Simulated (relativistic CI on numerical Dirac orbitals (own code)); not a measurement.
## Sensitivity of the levels of Rh25+ to α and to the nuclear radius

Method of calculation: Dirac-Coulomb-Breit CI, separate exchange-only KLI orbitals for each configuration, derivatives by finite differences, unscaled Slater integrals, QED left out (own radial code, finite nucleus).

CI space (outside the closed core [Ne]): 3s²3p⁶3d², 3s²3p⁵3d³, 3s3p⁶3d³, 3s²3p⁶3d4s, 3s²3p⁶3d4p, 3s²3p⁶4s². Double excitations out of closed p, d and f shells are left out; levels of such configurations are missing from the list, as are those of other unlisted configurations, and high levels can miss mixing partners.

With x = (α/α₀)² − 1 an excitation energy changes as ω = ω₀ + qx; K = 2q/ω₀ is the relative enhancement. Terms are leading LS components, so labels can repeat. The field-shift factor is F = δν/δ⟨r²⟩ for the transition from the lowest level.

Lowest level 3s²3p⁶3d² ³F2.

```tsv
Level	ω₀ (cm⁻¹)	q (cm⁻¹)	K	F (GHz/fm²)
3s²3p⁶3d² ³F3	41398	46690	2.26	0.304
3s²3p⁶3d² ³F4	74648	70640	1.89	0.467
3s²3p⁶3d² ³P0	78411	13930	0.355	0.0241
3s²3p⁶3d² ¹D2	89077	43940	0.987	0.217
3s²3p⁶3d² ³P1	102517	48350	0.943	0.208
3s²3p⁶3d² ¹G4	140616	72730	1.03	0.531
3s²3p⁶3d² ³P2	146900	97200	1.32	0.547
3s²3p⁶3d² ¹S0	275763	82610	0.599	0.872
3s²3p⁵3d³ ⁵F°2	1071735	47690	0.089	2.08
3s²3p⁵3d³ ⁵D°1	1074762	50870	0.0947	2
3s²3p⁵3d³ ⁵D°0	1084459	61740	0.114	2.01
3s²3p⁵3d³ ⁵F°3	1084969	72030	0.133	2.31
3s²3p⁵3d³ ⁵F°4	1103016	89520	0.162	2.47
3s²3p⁵3d³ ⁵S°2	1108787	92740	0.167	2.16
3s²3p⁵3d³ ⁵F°5	1127621	98200	0.174	2.53
3s²3p⁵3d³ ⁵D°2	1128330	82860	0.147	2.13
3s²3p⁵3d³ ⁵D°3	1130311	71260	0.126	2.04
3s²3p⁵3d³ ⁵F°1	1131780	93340	0.165	1.88
3s²3p⁵3d³ ⁵D°4	1139910	99310	0.174	2.29
3s²3p⁵3d³ ⁵G°6	1154508	97760	0.169	2.59
3s²3p⁵3d³ ³G°3	1158295	64360	0.111	2.29
3s²3p⁵3d³ ³G°4	1174371	89750	0.153	2.37
3s²3p⁵3d³ ³F°2	1185066	110600	0.187	2.56
```

At this charge energies of transitions that change n are usually good to better than 1 %, and those within a shell (Δn = 0) to a few per cent. Terms inside the open d or f shell come out 10 to 20 % too wide with unscaled integrals.
